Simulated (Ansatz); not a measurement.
Consider the ligand exchange at the Si–Cl bond: `O[SiH](Cl)Cl` + HBr → `O[SiH](Cl)Br` + HCl.

Isolated molecules relaxed with PBE0-D4/def2-TZVP in Ansatz; ΔE leaves out vibrations. CCSD(T)/CBS is the MP2 limit (def2-TZVPP, def2-QZVPP) plus CCSD(T) − MP2 in def2-TZVPP, frozen cores. This one scheme is used for every species. Functionals use def2-TZVPP. For Br outer-core shells are correlated without core-valence functions, which leaves a few kJ/mol of doubt a bond. Scalar relativity is left out up to krypton. Each species was taken in one conformer, which may not be the lowest.

`O[SiH](Cl)Cl`:

Cartesian coordinates in Å:
```
O -1.194 0.586 0.163
Si 0.217 -0.065 -0.298
Cl 0.305 -2.049 0.175
Cl 1.790 0.854 0.622
H -1.440 0.569 1.089
H 0.323 0.105 -1.751
```

HBr:

Z-matrix (Å, degrees):
```
Br
H 1 1.420
```

`O[SiH](Cl)Br`:

Z-matrix (Å, degrees):
```
Si
Cl 1 2.042
Br 1 2.209 2 107.7
O 1 1.622 2 111.3 3 -122.0
H 1 1.468 2 109.7 3 119.5
H 4 0.959 1 119.2 2 63.3
```

HCl:

Cartesian coordinates in Å:
```
Cl -0.013 0.639 0.023
H 0.013 -0.639 -0.023
```

```json
{"species": "`O[SiH](Cl)Cl`", "revPBE-D4 energy (Eh)": "-1286.30792"}
{"species": "HBr", "revPBE-D4 energy (Eh)": "-2574.53963"}
{"species": "`O[SiH](Cl)Br`", "revPBE-D4 energy (Eh)": "-3400.10879"}
{"species": "HCl", "revPBE-D4 energy (Eh)": "-460.73668"}
```

Question: Work out ΔE.

Answer: ΔE = (-3400.10879) + (-460.73668) − (-1286.30792) − (-2574.53963) = 0.00208 Eh = +1.3 kcal/mol. CCSD(T)/CBS gives +1.0 kcal/mol.

Largest T1 diagnostic among the species: 0.010.

At CCSD(T), def2-SVP lies +1.4 kcal/mol from the extrapolated value and def2-TZVPP +0.5 kcal/mol. Leaving LDA and LC-ωPBE aside and taking each functional with its dispersion term where it has one, the values, not all of them listed here, spread over 1.3 kcal/mol, from HSE06-D4 to B97M-V.
